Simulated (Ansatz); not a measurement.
C5H10Cl2Si2 (`C=C[Si@@H](Cl)C[Si@@H](Cl)C=C`), relaxed with RKS PBE0-D4/def2-TZVP in Ansatz 0.2.0 from a PBE-D4/def2-SVP geometry. The force threshold is 0.005 eV/Å; the program also tests the step.

Charge 0, multiplicity 1.

Start:

```xyz
19

C    -1.668   -1.612    1.919
C    -1.186   -2.427    0.959
Si    0.279   -2.021   -0.131
Cl    1.906   -3.190    0.508
C     0.799   -0.212   -0.009
Si   -0.479    1.078   -0.505
Cl   -1.631    0.326   -2.094
C     0.310    2.679   -1.072
C     1.634    2.929   -1.022
H    -1.233   -0.618    2.123
H    -2.527   -1.898    2.550
H    -1.670   -3.412    0.816
H     0.026   -2.415   -1.554
H     1.688   -0.099   -0.668
H     1.141   -0.002    1.028
H    -1.448    1.347    0.612
H    -0.361    3.467   -1.463
H     2.357    2.187   -0.642
H     2.063    3.892   -1.354
```

Q: How much energy does the relaxation release, and in how many steps? (Estimate.)

A: Computed: 2.51 kcal/mol, in 12 steps.

Q: Which bonds change most? (Estimate.)

A: The calculation gave: Si6–Cl7 from 2.102 to 2.067 Å; Si3–Cl4 from 2.103 to 2.072 Å; Si3–C5 from 1.886 to 1.863 Å; C5–Si6 from 1.883 to 1.861 Å.

Q: Give the relaxed structure. (An estimate is asked.)

A: The calculation gave: 
```xyz
19

C    -1.656   -1.589    1.905
C    -1.141   -2.424    1.008
Si    0.262   -2.004   -0.123
Cl    1.894   -3.151    0.441
C     0.773   -0.214   -0.045
Si   -0.479    1.069   -0.548
Cl   -1.594    0.376   -2.144
C     0.318    2.662   -1.058
C     1.623    2.900   -0.965
H    -1.285   -0.576    2.033
H    -2.476   -1.876    2.556
H    -1.561   -3.426    0.937
H    -0.039   -2.407   -1.515
H     1.643   -0.123   -0.705
H     1.118    0.012    0.971
H    -1.454    1.315    0.543
H    -0.327    3.450   -1.443
H     2.320    2.156   -0.590
H     2.059    3.851   -1.259
```
